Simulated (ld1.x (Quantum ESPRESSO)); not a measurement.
## Sc, TM: configuration errors across variants

ld1.x (Quantum ESPRESSO) 7.5 input, shortened:

```
&input
   title='Sc', zed=21., rel=1, dft='PBE', iswitch=3,
   config='[Ar] 3d1 4s0 4p0'
 /
 &inputp
   pseudotype=2, tm=.true., lloc=0,
   nlcc=.true., rcore=1.75
 /
3
4P  2  1   0.00   0.00  3.15  3.15  0.0
3D  3  2   1.00   0.00  2.90  2.90  0.0
4S  1  0   0.00   0.00  2.20  2.20  0.0
 &test
   configts(1)='3d1 4s0 4p0'
 /
```

All-electron excitation energies from the reference (eV): (1) 3d1 4s2 4p0 -19.665; (2) 3d1 4s1 4p0 -12.768; (3) 3d1 4s1.5 4p0 -16.911; (4) 3d2 4s1 4p0 -17.997; (5) 3d1 4s1 4p1 -16.886; (6) 3d0 4s2 4p1 -16.201; (7) 3d2 4s0 4p0 -12.087.

Tests that are not counted but printed errors over 1 eV. “wave 4s (bound): rc 2.20 bohr becomes 4s (bound): rc 1.48 bohr”: 3d0 4s2 4p1 (solver errors, printed error -26.2 eV). “wave 4s (bound): rc 2.20 bohr becomes 4s (bound): rc 1.58 bohr”: 3d0 4s2 4p1 (solver errors, printed error -26.2 eV).

A true bound ghost makes a file unfit for plane-wave use even where its test errors are small: the radial tests pick states by their node count and pass the ghost by. Where a test does run into it, the solver fails or the error is huge.

Errors AE − PS in meV (a dash: test not solved or not reliable):

```tsv
change	(1)	(2)	(3)	(4)	(5)	(6)	(7)	bound ghosts
base	-5.0	-8.9	-9.2	-118	-1.6	+36	-142	none
wave 4s (bound): rc 2.20 bohr becomes 4s (bound): rc 1.48 bohr	+215	+82	+151	+51	+93	–	-117	p, s (extra level of the local part)
wave 4s (bound): rc 2.20 bohr becomes 4s (bound): rc 1.58 bohr	+210	+80	+147	+48	+91	–	-117	p, s (extra level of the local part)
wave 4s (bound): rc 2.20 bohr becomes 4s (bound): rc 1.86 bohr	+47	+5.7	+24	-64	+16	+168	-126	p, s (extra level of the local part)
wave 4s (bound): rc 2.20 bohr becomes 4s (bound): rc 2.06 bohr	+5.2	-6.5	-3.1	-107	+0.7	+77	-137	none
wave 4s (bound): rc 2.20 bohr becomes 4s (bound): rc 2.32 bohr	-11	-10	-13	-125	-2.6	+3.8	-146	none
wave 4s (bound): rc 2.20 bohr becomes 4s (bound): rc 2.44 bohr	-15	-11	-15	-129	-3.1	-20	-150	none
wave 4s (bound): rc 2.20 bohr becomes 4s (bound): rc 2.72 bohr	-18	-10	-16	-132	-3.5	-46	-152	none
wave 4s (bound): rc 2.20 bohr becomes 4s (bound): rc 2.88 bohr	-18	–	-16	-132	-3.4	-45	-152	none
wave 4s (bound): rc 2.20 bohr becomes 4s (bound): rc 3.36 bohr	-16	-13	-17	-132	-2.7	-9.1	-151	none
```

(1) Give the same row for: wave 4s (bound): rc 2.20 bohr becomes 4s (bound): rc 3.08 bohr.

Results:

(1) -17, -11, -16, -132, -3.2, -33, -152; bound ghosts: none.
